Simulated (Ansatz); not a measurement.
Geometry optimisation, RKS PBE/STO-3G in Ansatz.

The input (input.yaml):

```yaml
crystal:
  periodic: [false, false, false]
  atoms:
    - { symbol: C, position_ang: [2.1267, -0.6167, 1.6696] }
    - { symbol: C, position_ang: [1.3882, 0.2494, 0.8601] }
    - { symbol: B, position_ang: [0.4345, -0.2594, -0.3197] }
    - { symbol: C, position_ang: [0.3511, -1.8039, -0.6092] }
    - { symbol: Si, position_ang: [-0.4858, 1.0399, -1.4021] }
    - { symbol: "N", position_ang: [-1.5637, 2.0267, -0.3458] }
    - { symbol: C, position_ang: [-2.4964, 1.4757, 0.3217] }
    - { symbol: H, position_ang: [2.0726, -1.6328, 1.5339] }
    - { symbol: H, position_ang: [2.7045, -0.1462, 2.4896] }
    - { symbol: H, position_ang: [1.4731, 1.3244, 1.0442] }
    - { symbol: H, position_ang: [-0.1502, -2.3166, 0.3126] }
    - { symbol: H, position_ang: [-0.4001, -1.9547, -1.4398] }
    - { symbol: H, position_ang: [1.2089, -2.2397, -0.8761] }
    - { symbol: H, position_ang: [-1.3113, 0.3719, -2.3937] }
    - { symbol: H, position_ang: [0.4838, 1.9202, -2.0325] }
    - { symbol: H, position_ang: [-2.7091, 0.4392, 0.2867] }
    - { symbol: H, position_ang: [-3.1458, 2.1221, 0.9406] }
basis:
  gaussian: { orbitals: STO-3G }
hamiltonian:
  xc: pbe
relax:
  f_tol: 0.02
  max_steps: 50
```

Run as:

```bash
$ ansatz run input.yaml --threads 1 --pin off --max-ram 2048MiB --backend cpu --events-out ev --progress --plain --runs-dir out
```

**Question.** Where does it end, and by what steps?

**Answer.** The run converged. The force dipped under the threshold on the way, but the program's further checks kept it going. Limits of this set-up: minimal basis. After 40 steps the energy has fallen by 1.046 eV; H11 moved furthest, 1.67 Å.

| step | energy less start (eV) | largest force component (eV/Å) | accepted |
| --- | --- | --- | --- |
| 0 | 0.0000 | 7.352 | yes |
| 2 | -0.8737 | 0.704 | yes |
| 4 | -0.8823 | 0.603 | no |
| 6 | -0.9790 | 0.076 | yes |
| 8 | -0.9849 | 0.665 | yes |
| 10 | -1.0023 | 0.171 | yes |
| 12 | -1.0018 | 0.595 | no |
| 14 | -1.0098 | 0.149 | yes |
| 16 | -1.0092 | 0.319 | no |
| 18 | -1.0166 | 0.127 | yes |
| 20 | -1.0207 | 0.167 | yes |
| 22 | -1.0308 | 0.053 | yes |
| 24 | -1.0345 | 0.049 | yes |
| 26 | -1.0329 | 0.250 | no |
| 28 | -1.0386 | 0.117 | yes |
| 30 | -1.0423 | 0.096 | yes |
| 32 | -1.0443 | 0.059 | yes |
| 34 | -1.0449 | 0.100 | yes |
| 36 | -1.0457 | 0.023 | yes |
| 38 | -1.0462 | 0.039 | yes |
| 40 | -1.0463 | 0.007 | yes |

```xyz
17
Properties=species:S:1:pos:R:3
C 2.181 -0.608 1.765
C 1.178 0.047 1.117
B 0.491 -0.474 -0.173
C 0.673 -1.956 -0.689
Si -0.655 0.780 -1.191
N -1.334 2.063 -0.053
C -2.643 2.065 0.040
H 2.556 -1.589 1.420
H 2.688 -0.193 2.657
H 0.885 1.033 1.530
H 1.435 -2.546 -0.149
H -0.294 -2.495 -0.584
H 0.910 -1.991 -1.771
H -1.735 0.131 -1.940
H 0.145 1.530 -2.157
H -3.366 1.393 -0.492
H -3.134 2.808 0.712
```

Time of the run: 2.3 min on 1 thread of Intel(R) Xeon(R) 6975P-C (Granite Rapids), on a shared host, peak memory 0.18 GiB.
